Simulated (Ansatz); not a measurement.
`[SiH3]N([SiH3])BCl` + H₂O → `OBCl` + `[SiH3]N[SiH3]` at 500 K and 1 bar (formal hydrolysis of a B–N bond).

Calculated with Ansatz (gas phase, PBE0-D4/def2-TZVP geometries, no zero-point term in ΔE). CBS: MP2 limit from def2 TZ/QZ plus the TZ coupled-cluster correction, frozen cores. This one scheme is used for every species. Each species was taken in one conformer, which may not be the lowest.

```tsv
species	CCSD(T)/CBS energy (Eh)	H − E (kJ/mol)	S (J/(mol·K))
`[SiH3]N([SiH3])BCl`	-1121.76024	243.1	447.1
H₂O	-76.37941	73.2	206.3
`OBCl`	-561.03999	100.1	295.7
`[SiH3]N[SiH3]`	-637.10515	216.0	394.7
```

H − E and S are ideal-gas, rigid-rotor, harmonic terms from PBE0-D4/def2-TZVP, for one conformer and one mirror image of each species. 1 Eh = 2625.50 kJ/mol, R = 8.31446 J/(mol·K).

Problem. By hand: ΔE, ΔH, ΔS and ΔG.

Solution. ΔE = (-561.03999) + (-637.10515) − (-1121.76024) − (-76.37941) = -0.00549 Eh = -14.4 kJ/mol. Δ(H − E) = 100.1 + 216.0 − 243.1 − 73.2 = -0.2, so ΔH = -14.6 kJ/mol. ΔS = 295.7 + 394.7 − 447.1 − 206.3 = 37.0 J/(mol·K). ΔG = -14.6 − 500 × (37.0)/1000 = -33.1 kJ/mol.

Problem. By hand: the equilibrium constant, and the temperature at which ΔG would vanish if ΔH and ΔS stayed fixed.

Solution. log₁₀ K = −ΔG/(RT ln 10) = 3.5. ΔH and −TΔS have one sign here, so there is no such temperature.

TΔS isn't small against ΔH here. A doubt of 5 kJ/mol in ΔE shifts log₁₀ K by 0.5 here. Other conformers and mirror images would add mixing entropy, several J/(mol·K) or more a flexible species. Modes under 60 cm⁻¹, often nearly free rotors, make the harmonic entropy too high. These are equilibria of isolated gas molecules and say nothing of rates. Largest T1 diagnostic: 0.012 (customary marks: 0.02 for closed shells, 0.045 for open ones).
